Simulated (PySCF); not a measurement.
**Spin-rotation constants: `N#CC[C@H](C#N)OC=O`, C5H4N2O2**

Molfile (atoms numbered from 1):
```
C5H4N2O2
     RDKit          3D

 13 12  0  0  0  0  0  0  0  0999 V2000
   -1.2474   -2.6906    0.1900 N   0  0  0  0  0  0  0  0  0  0  0  0
   -1.3221   -1.5665    0.0073 C   0  0  0  0  0  0  0  0  0  0  0  0
   -1.3854   -0.1418   -0.2186 C   0  0  0  0  0  0  0  0  0  0  0  0
   -0.0596    0.5251    0.1962 C   0  0  2  0  0  0  0  0  0  0  0  0
   -0.1805    1.9691    0.0843 C   0  0  0  0  0  0  0  0  0  0  0  0
   -0.2884    3.1005   -0.0181 N   0  0  0  0  0  0  0  0  0  0  0  0
    0.9916    0.0712   -0.6677 O   0  0  0  0  0  0  0  0  0  0  0  0
    2.0599   -0.4717   -0.0938 C   0  0  0  0  0  0  0  0  0  0  0  0
    2.2444   -0.6017    1.0756 O   0  0  0  0  0  0  0  0  0  0  0  0
   -1.5670    0.0420   -1.2817 H   0  0  0  0  0  0  0  0  0  0  0  0
   -2.2083    0.2812    0.3640 H   0  0  0  0  0  0  0  0  0  0  0  0
    0.2053    0.2652    1.2347 H   0  0  0  0  0  0  0  0  0  0  0  0
    2.7531   -0.7815   -0.8899 H   0  0  0  0  0  0  0  0  0  0  0  0
  1  2  3  0
  2  3  1  0
  3  4  1  0
  4  5  1  0
  5  6  3  0
  4  7  1  0
  7  8  1  0
  8  9  2  0
  3 10  1  0
  3 11  1  0
  4 12  1  1
  8 13  1  0
M  END
```

Method: PySCF, GIAO PBE0/pcSseg-1 magnetisability, rotational g tensor and spin-rotation constants, non-relativistic, gas phase. Geometry: GFN2-xTB.

Q: Give the nuclear spin-rotation constants along the inertial axes (H = +C I·J) beside the isotropic shieldings.

A: Rotational constants 1.9988, 1.4153, 0.9100 GHz. A star marks the isotopologue with that one atom substituted, in its own axes.
| atom | isotope | Caa (kHz) | Cbb (kHz) | Ccc (kHz) | mean (kHz) | σ (ppm) |
| --- | --- | --- | --- | --- | --- | --- |
| N1 | 14N | 0.071 | 0.305 | 0.213 | 0.197 | -42.0 |
| N6 | 14N | 0.092 | 0.304 | 0.210 | 0.202 | -46.2 |
| H10 | 1H | -0.228 | -0.128 | 0.010 | -0.115 | 28.7 |
| H11 | 1H | -0.220 | -0.040 | -0.058 | -0.106 | 29.0 |
| H12 | 1H | -0.189 | -0.097 | 0.029 | -0.086 | 25.2 |
| H13 | 1H | -0.171 | -0.029 | 0.009 | -0.063 | 23.5 |
| C2 | 13C* | 0.071 | 0.574 | 0.400 | 0.348 | 67.8 |
| C3 | 13C* | 0.293 | 0.203 | 0.144 | 0.213 | 162.1 |
| C4 | 13C* | 0.392 | 0.275 | 0.178 | 0.281 | 131.5 |
| C5 | 13C* | 0.050 | 0.579 | 0.409 | 0.346 | 67.1 |
| O7 | 17O* | -0.317 | -0.253 | -0.316 | -0.295 | 117.7 |
| C8 | 13C* | 0.537 | 0.710 | 0.277 | 0.508 | 23.7 |
| O9 | 17O* | -0.203 | -0.811 | -0.503 | -0.506 | -103.1 |

For the geometry as given, no vibrational averaging.
